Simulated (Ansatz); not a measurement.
Geometry optimisation, RKS PBE0/STO-3G (Ansatz).

Input file:

```yaml
crystal:
  periodic: [false, false, false]
  atoms:
    - { symbol: B, position_ang: [-1.5986, -1.0694, 1.0366] }
    - { symbol: C, position_ang: [-0.6804, 0.1382, 0.5276] }
    - { symbol: C, position_ang: [0.7522, -0.061, 0.9048] }
    - { symbol: C, position_ang: [0.4233, -0.2448, -0.5307] }
    - { symbol: C, position_ang: [0.7681, 0.8565, -1.4989] }
    - { symbol: H, position_ang: [-2.554, -0.751, 1.7346] }
    - { symbol: H, position_ang: [-1.4398, -2.1433, 0.6999] }
    - { symbol: H, position_ang: [-0.9631, 1.22, 0.5583] }
    - { symbol: H, position_ang: [1.0387, -0.9965, 1.4803] }
    - { symbol: H, position_ang: [1.3412, 0.8787, 1.1532] }
    - { symbol: H, position_ang: [0.3379, -1.3091, -0.8606] }
    - { symbol: H, position_ang: [1.8209, 0.6837, -1.8162] }
    - { symbol: H, position_ang: [0.038, 0.8906, -2.3745] }
    - { symbol: H, position_ang: [0.7029, 1.8783, -0.9856] }
basis:
  gaussian: { orbitals: STO-3G }
hamiltonian:
  xc: pbe0
relax:
  f_tol: 0.015
  max_steps: 40
```

Command:

```bash
$ ansatz run input.yaml --threads 1 --pin off --max-ram 2048MiB --backend cpu --events-out ev --progress --plain --runs-dir out
```

Where does it end, and by what steps?

The run converged. Limits of this set-up: minimal basis. After 7 steps the energy has fallen by 0.653 eV; H6 moved furthest, 0.49 Å.

```json
{"step": "0", "energy less start (eV)": "0.0000", "largest force component (eV/Å)": "4.032", "accepted": "yes"}
{"step": "1", "energy less start (eV)": "-0.4715", "largest force component (eV/Å)": "1.520", "accepted": "yes"}
{"step": "2", "energy less start (eV)": "-0.5967", "largest force component (eV/Å)": "0.692", "accepted": "yes"}
{"step": "3", "energy less start (eV)": "-0.6305", "largest force component (eV/Å)": "0.411", "accepted": "yes"}
{"step": "4", "energy less start (eV)": "-0.6426", "largest force component (eV/Å)": "0.332", "accepted": "yes"}
{"step": "5", "energy less start (eV)": "-0.6514", "largest force component (eV/Å)": "0.077", "accepted": "yes"}
{"step": "6", "energy less start (eV)": "-0.6534", "largest force component (eV/Å)": "0.019", "accepted": "yes"}
{"step": "7", "energy less start (eV)": "-0.6534", "largest force component (eV/Å)": "0.008", "accepted": "yes"}
```

```xyz
14
Properties=species:S:1:pos:R:3
B -1.645 -0.992 1.008
C -0.652 0.103 0.629
C 0.851 -0.099 0.938
C 0.389 -0.212 -0.484
C 0.726 0.873 -1.506
H -2.755 -0.740 1.293
H -1.297 -2.113 1.004
H -0.964 1.151 0.645
H 1.145 -1.008 1.468
H 1.406 0.797 1.227
H 0.343 -1.226 -0.898
H 1.706 0.675 -1.962
H -0.025 0.900 -2.306
H 0.760 1.860 -1.026
```

Whether the end is a true minimum wasn't checked by a vibrational analysis.

Run time: 50 s on 1 thread of Intel(R) Xeon(R) Processor @ 2.50GHz (Skylake/Cascade Lake) (shared host), peak memory 0.12 GiB.
